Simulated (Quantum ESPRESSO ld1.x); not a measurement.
Q: All-electron atom: Sr V in [Ar] 3d10 4s2 4p4. Calculated with ld1.x of Quantum ESPRESSO 7.5: Dirac Kohn-Sham, PW91, spin-unpolarised, spherical densities, point nucleus; open shells are shared between the two j in proportion to 2j + 1. Some entries of the table are withheld. Estimate them.

| orbital | occ. | eigenvalue (Ry) | <1/r> (bohr^-1) |
|---|---|---|---|
| 1s1/2 | 2 | -1174.7090 | 39.00 |
| 2s1/2 | 2 | -162.1153 | 8.781 |
| 2p1/2 | 2 | (1) | 8.753 |
| 2p3/2 | 4 | (2) | 8.413 |
| 3s1/2 | 2 | -28.0316 | 2.937 |
| 3p1/2 | 2 | (3) | (4) |
| 3p3/2 | 4 | (5) | (6) |
| 3d3/2 | 4 | -12.9994 | 2.527 |
| 3d5/2 | 6 | -12.8641 | 2.506 |
| 4s1/2 | 2 | (7) | 1.040 |
| 4p1/2 | 1.33333 | (8) | 0.9349 |
| 4p3/2 | 2.66667 | (9) | 0.9156 |

A: 
(1) 2p1/2 eigenvalue (Ry): -147.8804
(2) 2p3/2 eigenvalue (Ry): -142.8484
(3) 3p1/2 eigenvalue (Ry): -22.8588
(4) 3p1/2 <1/r> (bohr^-1): 2.828
(5) 3p3/2 eigenvalue (Ry): -22.0855
(6) 3p3/2 <1/r> (bohr^-1): 2.747
(7) 4s1/2 eigenvalue (Ry): -6.1902
(8) 4p1/2 eigenvalue (Ry): -4.8256
(9) 4p3/2 eigenvalue (Ry): -4.7223
